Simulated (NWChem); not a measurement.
## Correlation energy of HSi

```
Si
H 1 1.5402
```
Charge 0, spin multiplicity 2.

Everything below was run with NWChem. Structure: optimised with UPBE0/def2-SVP, a minimum by its harmonic frequencies.

Basis set: cc-pVTZ. Each correlation energy counts from its own Hartree-Fock reference.

The correlated methods keep 5 core orbitals frozen. This spin state was chosen for the runs; another may lie lower. The structure started from a generated list of species. The unpaired electrons of the parent sit in orbitals of symmetry b2 (C2v labels of the run); other states weren't searched. The stability of the SCF solutions was not checked. Open-shell Hartree-Fock references start from PBE0 orbitals. No row is a measurement; the coupled-cluster row has its own basis-set and correlation limits.

Q: One of these methods gave a correlation energy of -112.7 mHa. Which?
(A) CCSD(T) on UHF
(B) UMP2
(C) CCSD[T] on ROHF
(D) SCS-UMP2

A: C, CCSD[T] on ROHF. The others give -80.6 (UMP2), -88.4 (SCS-UMP2), -107.7 (CCSD(T) on UHF).
